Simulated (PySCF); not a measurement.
Excitations are Tamm–Dancoff values on a coarser integration grid. The basis has no diffuse functions, so Rydberg states are missing or too high.

Z-matrix (Å, degrees):
```
Si
O 1 1.6373
H 2 0.9590 1 117.81
H 1 1.4788 2 107.51 3 170.63
H 1 1.4872 4 111.07 2 -124.11
C 1 1.9181 4 109.72 5 -116.41
F 6 1.3637 1 111.56 4 -54.03
F 6 1.3754 7 107.02 1 118.08
H 6 1.0974 7 107.42 8 114.59
```
Charge 0, multiplicity 1.

### Question
Predict the S1–T1 gap (TDA), S1 oscillator strength and HOMO–LUMO gap from PBE0-D4/def2-TZVP (PySCF 2.14.0).

### Answer

```
Property                  Value
----------------------  -------
S1–T1 gap (TDA)         0.44 eV
S1 oscillator strength    0.001
HOMO–LUMO gap           8.33 eV
```
